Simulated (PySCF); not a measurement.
Species: `CC(C)=CC(F)F`. The columns A, B, C and D hold Mulliken, IAO, Hirshfeld and ESP-fitted charges (e) of one PBE0/pcSseg-1 density (PySCF), in a shuffled order. Coordinates in Å (GFN2-xTB); the density's dipole moment is (-2.63, 0.42, 1.51) D.

```
atom       x       y       z       A       B       C       D
  C1  -0.733  -1.070   0.694  -0.116  -0.441  -0.452  -0.193
  C2  -0.440   0.217  -0.019  +0.032  +0.060  +0.413  -0.407
  C3  -1.611   1.111  -0.269  -0.113  -0.422  -0.664  -0.149
  C4   0.789   0.553  -0.400  -0.095  -0.235  -0.539  -0.166
  C5   1.984  -0.316  -0.173  +0.143  +0.441  +0.526  +0.566
  F6   3.130   0.363  -0.416  -0.110  -0.303  -0.248  -0.307
  F7   2.000  -1.388  -1.022  -0.119  -0.316  -0.243  -0.313
  H8  -1.804  -1.244   0.748  +0.049  +0.150  +0.141  +0.118
  H9  -0.341  -1.035   1.711  +0.049  +0.156  +0.132  +0.138
 H10  -0.269  -1.912   0.185  +0.045  +0.164  +0.128  +0.148
 H11  -1.308   2.045  -0.734  +0.049  +0.149  +0.176  +0.117
 H12  -2.118   1.327   0.670  +0.049  +0.151  +0.183  +0.129
 H13  -2.326   0.610  -0.922  +0.050  +0.154  +0.197  +0.134
 H14   0.992   1.472  -0.926  +0.044  +0.156  +0.218  +0.098
 H15   2.050  -0.725   0.849  +0.042  +0.135  +0.032  +0.088
```

Problem. Which column most likely holds the ESP-fitted charges?

Solution. C. Σ q r misses the density's dipole by 0.06 D (C), 0.92 D (A), 1.27 D (B), 1.67 D (D). Charges fitted to the outside potential are the only set here that is tied to the molecule's multipoles.

Problem. And the Hirshfeld charges?

Solution. A. The mean sizes are 0.074 e (A), 0.205 e (D), 0.229 e (B), 0.286 e (C), and Hirshfeld charges are commonly the smallest of these schemes.

As computed, A = Hirshfeld, B = IAO, C = ESP-fitted, D = Mulliken. Hydrogens on carbon: Hirshfeld +0.04 to +0.05, IAO +0.14 to +0.16, ESP-fitted +0.03 to +0.22, Mulliken +0.09 to +0.15 e.

The Hirshfeld scheme weights the molecular density at each point by an atom's share of the summed free-atom densities. The IAO scheme counts the electrons in orthogonalised intrinsic atomic orbitals, a minimal basis polarised so that it spans the occupied orbitals exactly.

Geometry: GFN2-xTB, one conformer, isolated molecule.

The values belong to the conformer `[CH3:1][C:2]([CH3:3])=[CH:4][CH:5]([F:6])[F:7]`: C2–C4–C5–F6 -168°.
